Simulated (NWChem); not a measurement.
**H$_{5}$NSi**

```xyz
7

Si     0.5772     0.0418     0.0000
N     -1.1512    -0.1467     0.0000
H      1.1112    -0.6215    -1.2248
H      1.1112    -0.6215     1.2248
H      1.0995     1.4498     0.0000
H     -1.6724     0.1174    -0.8318
H     -1.6724     0.1174     0.8318
```
Charge 0, spin multiplicity 1.

Program: NWChem. Structure: optimised with B3LYP/def2-SVP, a minimum by its harmonic frequencies.

Symmetry labels belong to the abelian group Cs used in the runs, with the axes of the coordinates shown.

The structure started from a generated list of species.

List the lowest 4 singlet excitations that TDA-CAM-B3LYP/aug-cc-pVDZ gives, with oscillator strengths.


```
state  symmetry  energy (eV)  wavelength (nm)      f
-----  --------  -----------  ---------------  -----
1            a'         5.86              212  0.025
2            a"         7.14              174  0.001
3            a'         7.14              174  0.047
4            a'         7.51              165  0.011
```
